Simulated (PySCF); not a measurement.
**Correlation energy of Zn⁺ (zinc, charge +1)**

[Ar] 3d9 4s1 5s1, high-spin 4D determinant (an excited configuration). All numbers are calculated (PySCF 2.14, the spin-free X2C one-electron Hamiltonian (Gaussian nucleus), in aug-cc-pVTZ-DK (8s7p5d3f2g, 93 functions)). Frozen: [Ar]; 11 electrons correlated.

```
  level  correlation energy (mhartree)
   CCSD                        -355.95
    (T)                          -8.03
CCSD(T)                        -363.98
```

Diagnostics: T1 = 0.011, D1 = 0.0412, largest double amplitude 0.044.

The outer electron is Rydberg-like, and this basis confines it to a smaller radius and binds it less than a complete one would.

Cost of the coupled-cluster step: of the order of 50 core-seconds, for 11 correlated electrons.
